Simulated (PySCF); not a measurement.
PySCF input file for ZnF2, SMILES [F][Zn][F], TDA-PBE/def2-SVPD. Geometry: B3LYP-D3(BJ)/def2-TZVP. The isomer is the one that the SMILES or the coordinates give; other isomers of the formula were not compared.

```python
import numpy as np
from pyscf import gto, scf, dft, tdscf

mol = gto.M(
    atom='''
    Zn    0.00000000    0.00000000    0.00000000
    F     0.00000000    0.00000000   -1.74052325
    F     0.00000000    0.00000000    1.74052325
    ''',
    basis='def2-SVPD',
    charge=0,
    spin=0,
    symmetry=True,
    symmetry_subgroup='D2h',
    max_memory=1600,
    verbose=4,
)
mf = dft.RKS(mol, xc='pbe').density_fit(auxbasis='def2-universal-jkfit')
mf.grids.level = 3
mf.conv_tol = 1e-9
mf.max_cycle = 100
mf.kernel()
mf.grids = dft.Grids(mol).set(level=1).build(with_non0tab=True)  # coarser grid for the response kernel
td = tdscf.TDA(mf)
td.singlet = True
td.nstates = 10
td.conv_tol = 1e-4
td.positive_eig_threshold = 1e-6
td.kernel(x0=td.get_init_guess(mf, 15))
td.analyze()
tt = tdscf.TDA(mf)
tt.singlet = False
tt.nstates = 4
tt.conv_tol = 1e-4
tt.positive_eig_threshold = 1e-6
tt.kernel(x0=tt.get_init_guess(mf, 9))
tt.analyze(verbose=3)
```

Program output:

```
PySCF version 2.14.0

[INPUT] verbose = 4
[INPUT] num. atoms = 3
[INPUT] num. electrons = 48
[INPUT] charge = 0
[INPUT] spin (= nelec alpha-beta = 2S) = 0
[INPUT] symmetry True subgroup D2h
[INPUT] Mole.unit = angstrom
[INPUT] Symbol           X                Y                Z      unit          X                Y                Z       unit  Magmom
[INPUT]  1 Zn     0.000000000000   0.000000000000   0.000000000000 AA    0.000000000000   0.000000000000   0.000000000000 Bohr   0.0
[INPUT]  2 F      0.000000000000   0.000000000000  -1.740523250000 AA    0.000000000000   0.000000000000  -3.289112255938 Bohr   0.0
[INPUT]  3 F      0.000000000000   0.000000000000   1.740523250000 AA    0.000000000000   0.000000000000   3.289112255938 Bohr   0.0

nuclear repulsion = 176.491391849583
point group symmetry = Dooh, use subgroup D2h
symmetry origin: [0. 0. 0.]
symmetry axis x: [1. 0. 0.]
symmetry axis y: [0. 1. 0.]
symmetry axis z: [0. 0. 1.]
num. orbitals of irrep Ag = 20
num. orbitals of irrep B1g = 4
num. orbitals of irrep B2g = 7
num. orbitals of irrep B3g = 7
num. orbitals of irrep Au = 3
num. orbitals of irrep B1u = 17
num. orbitals of irrep B2u = 11
num. orbitals of irrep B3u = 11
number of shells = 30
number of NR pGTOs = 142
number of NR cGTOs = 80
basis = def2-SVPD
ecp = {}


[settings echo left out]
init E= -1977.91671368275
HOMO (Ag) = -0.294624792697598  LUMO (Ag) = -0.0990023132319977  gap/eV = 5.32316
cycle= 1 E= -1978.06625979765  delta_E= -0.15  |g|=  1.2  |ddm|= 1.97
HOMO (B3g) = -0.159366879858828  LUMO (Ag) = -0.0795426825189773  gap/eV = 2.17213
cycle= 2 E= -1976.10161559534  delta_E= 1.96  |g|=  3.5  |ddm|= 3.48
HOMO (B3g) = -0.362160587613519  LUMO (Ag) = -0.131447014217215  gap/eV = 6.27804
cycle= 3 E= -1978.26336371357  delta_E= -2.16  |g|= 0.486  |ddm|= 2.96
HOMO (B3g) = -0.30861726043295  LUMO (Ag) = -0.106451459666309  gap/eV = 5.50121
cycle= 4 E= -1978.29442102659  delta_E= -0.0311  |g|= 0.174  |ddm|= 0.395
HOMO (B2g) = -0.31515347787672  LUMO (Ag) = -0.110889720783497  gap/eV = 5.55830
cycle= 5 E= -1978.29841323048  delta_E= -0.00399  |g|= 0.0218  |ddm|= 0.0732
HOMO (B2g) = -0.316980759877231  LUMO (Ag) = -0.110992172528031  gap/eV = 5.60523
cycle= 6 E= -1978.29851079384  delta_E= -9.76e-05  |g|= 0.00155  |ddm|= 0.0219
HOMO (B3g) = -0.317216493933133  LUMO (Ag) = -0.111150191717602  gap/eV = 5.60735
cycle= 7 E= -1978.29851119139  delta_E= -3.98e-07  |g|= 0.000226  |ddm|= 0.000909
HOMO (B3g) = -0.317221629157803  LUMO (Ag) = -0.11114054403352  gap/eV = 5.60775
cycle= 8 E= -1978.29851119955  delta_E= -8.16e-09  |g|= 3.03e-05  |ddm|= 0.000145
HOMO (B2g) = -0.317219669691805  LUMO (Ag) = -0.111137462683375  gap/eV = 5.60778
cycle= 9 E= -1978.29851119969  delta_E= -1.4e-10  |g|= 1.11e-06  |ddm|= 2.59e-05
HOMO (B2g) = -0.317219518540314  LUMO (Ag) = -0.111137564714306  gap/eV = 5.60778
Extra cycle  E= -1978.29851119969  delta_E= -2.27e-12  |g|= 2.55e-06  |ddm|= 3.5e-06
converged SCF energy = -1978.29851119969
tot grids = 18040
Overwritten attributes  positive_eig_threshold  of <class 'pyscf.tdscf.rks.TDA'>


******** <class 'pyscf.tdscf.rks.TDA'> for <class 'pyscf.df.df_jk.DFSymAdaptedRKS'> ********
nstates = 10 singlet
deg_eia_thresh = 1.000e-03
wfnsym = None
conv_tol = 0.0001
eigh lindep = 1e-12
eigh level_shift = 0
eigh max_cycle = 100


Excitation energies (eV)
[5.75114038 5.75114038 6.44725813 6.44725813 7.5275522  7.56698118
 7.74748528 7.80057627 7.80062021 8.38627608]

** Singlet excitation energies and oscillator strengths **
Excited State   1:  B2g      5.75114 eV    215.58 nm  f=0.0000
      23 -> 25       -0.70688
Excited State   2:  B3g      5.75114 eV    215.58 nm  f=0.0000
      24 -> 25       -0.70688
Excited State   3:  B3u      6.44726 eV    192.31 nm  f=0.0396
      22 -> 25       -0.70508
Excited State   4:  B2u      6.44726 eV    192.31 nm  f=0.0396
      21 -> 25       -0.70508
Excited State   5:   Ag      7.52755 eV    164.71 nm  f=0.0000
      20 -> 25        0.65037
      21 -> 26        0.18769
      22 -> 27        0.18769
Excited State   6:  B1u      7.56698 eV    163.85 nm  f=0.0542
      19 -> 25        0.52472
      23 -> 27       -0.33434
      24 -> 26       -0.33434
Excited State   7:   Au      7.74749 eV    160.03 nm  f=0.0000
      23 -> 26        0.50000
      24 -> 27       -0.50000
Excited State   8:   Au      7.80058 eV    158.94 nm  f=0.0000
      23 -> 26        0.49996
      24 -> 27        0.49996
Excited State   9:  B1u      7.80062 eV    158.94 nm  f=0.0000
      23 -> 27       -0.49996
      24 -> 26        0.49996
Excited State  10:  B1g      8.38628 eV    147.84 nm  f=0.0000
      21 -> 27       -0.50000
      22 -> 26        0.50000

** Transition electric dipole moments (AU) **
state          X           Y           Z        Dip. S.      Osc.
  1         0.0000     -0.0000     -0.0000      0.0000      0.0000
  2        -0.0000     -0.0000     -0.0000      0.0000      0.0000
  3         0.5008      0.0000      0.0000      0.2508      0.0396
  4         0.0000      0.5008      0.0000      0.2508      0.0396
  5        -0.0000     -0.0000     -0.0000      0.0000      0.0000
  6        -0.0000     -0.0000     -0.5407      0.2924      0.0542
  7        -0.0000     -0.0000      0.0000      0.0000      0.0000
  8         0.0000      0.0000     -0.0000      0.0000      0.0000
  9        -0.0000      0.0000      0.0000      0.0000      0.0000
 10         0.0000     -0.0000     -0.0000      0.0000      0.0000

** Transition velocity dipole moments (imaginary part, AU) **
state          X           Y           Z        Dip. S.      Osc.
  1        -0.0000     -0.0000     -0.0000      0.0000      0.0000
  2        -0.0000     -0.0000     -0.0000      0.0000      0.0000
  3         0.0856     -0.0000      0.0000      0.0073      0.0206
  4        -0.0000      0.0856      0.0000      0.0073      0.0206
  5        -0.0000     -0.0000     -0.0000      0.0000      0.0000
  6        -0.0000     -0.0000     -0.1099      0.0121      0.0290
  7        -0.0000     -0.0000      0.0000      0.0000      0.0000
  8         0.0000      0.0000     -0.0000      0.0000      0.0000
  9        -0.0000      0.0000      0.0000      0.0000      0.0000
 10         0.0000     -0.0000     -0.0000      0.0000      0.0000

** Transition magnetic dipole moments (imaginary part, AU) **
state          X           Y           Z
  1        -0.0000      0.3464     -0.0000
  2        -0.3464      0.0000     -0.0000
  3        -0.0000      0.0000     -0.0000
  4        -0.0000      0.0000     -0.0000
  5         0.0000     -0.0000      0.0000
  6         0.0000      0.0000      0.0000
  7        -0.0000     -0.0000     -0.0000
  8         0.0000      0.0000      0.0000
  9        -0.0000     -0.0000     -0.0000
 10         0.0000     -0.0000      0.0000


******** <class 'pyscf.tdscf.rks.TDA'> for <class 'pyscf.df.df_jk.DFSymAdaptedRKS'> ********
nstates = 4 triplet
deg_eia_thresh = 1.000e-03
wfnsym = None
conv_tol = 0.0001
eigh lindep = 1e-12
eigh level_shift = 0
eigh max_cycle = 100


Excitation energies (eV)
[5.42027027 5.42027027 6.02085262 6.02085262]

** Triplet excitation energies and oscillator strengths **
Excited State   1:  B2g      5.42027 eV    228.74 nm  f=0.0000
Excited State   2:  B3g      5.42027 eV    228.74 nm  f=0.0000
Excited State   3:  B3u      6.02085 eV    205.92 nm  f=0.0000
Excited State   4:  B2u      6.02085 eV    205.92 nm  f=0.0000
```

The run converged.
